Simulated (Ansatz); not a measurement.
Born–Oppenheimer molecular dynamics of ClH5InO2P (10 atoms, charge 0, multiplicity 1). It starts at the highest image of a converged band. Of that band: The profile has 3 maxima (images 1, 4, 7) with wells between them (images 2, 6): this band takes more than one step, which may be the mechanism or a detour left from its start path. A vibrational analysis at the climbing image gives one clearly imaginary mode, 696i cm⁻¹: a first-order saddle point.

The calculation used Ansatz, RKS revPBE-D4/def2-SVP.

```
ensemble                      : NVE (velocity Verlet)
time step                     : 0.5 fs
steps asked                   : 200
starting velocities drawn for : 100 K
seed                          : 3703
```

First frame:

```xyz
10
Properties=species:S:1:pos:R:3
In 0.242 0.389 0.002
Cl -0.544 -0.438 2.409
O 2.225 0.071 -0.295
H 2.331 -0.724 -0.857
O -1.247 -0.109 -1.293
H -2.022 -0.384 -0.762
P 0.116 2.681 1.496
H 1.436 2.770 0.944
H -0.648 3.101 0.357
H -0.279 1.131 2.140
```

(1) How far do the bonds stretch over the last three quarters of this one trajectory? (Pairs bonded in most of those frames.)

Answers

(1) 
| bond | mean (Å) | spread (Å) | shortest | longest |
| --- | --- | --- | --- | --- |
| In1–Cl2 | 2.977 | 0.184 | 2.72 | 3.32 |
| In1–O3 | 2.037 | 0.015 | 2.02 | 2.06 |
| In1–O5 | 2.042 | 0.011 | 2.02 | 2.06 |
| In1–P7 | 2.568 | 0.122 | 2.43 | 2.77 |
| Cl2–H10 | 1.331 | 0.022 | 1.30 | 1.41 |
| O3–H4 | 0.979 | 0.001 | 0.98 | 0.98 |
| O5–H6 | 0.978 | 0.003 | 0.97 | 0.98 |
| P7–H8 | 1.439 | 0.004 | 1.43 | 1.45 |
| P7–H9 | 1.445 | 0.024 | 1.40 | 1.48 |

Pairs bonded in part of these frames only: In1–Cl2 64 %.

Mean temperature of the second half: 342 K. The conserved energy stayed within 0.023 meV per atom of its start (net change -0.0027 meV per atom), so the integration is sound. The kinetic energy rose, since the run started high on the potential surface and went downhill. It ends in pieces (ClH + H4InO2P), so much of that is their flight and rotation, not heat. A run of 0.1 ps of so small a system gives no equilibrium averages. The orbitals stay closed-shell, which can raise the energy where a bond breaks towards radicals; this wasn't checked here.

The run took 4.1 min on 4 threads of Arm Neoverse V1, on a shared host, peak memory 0.18 GiB.
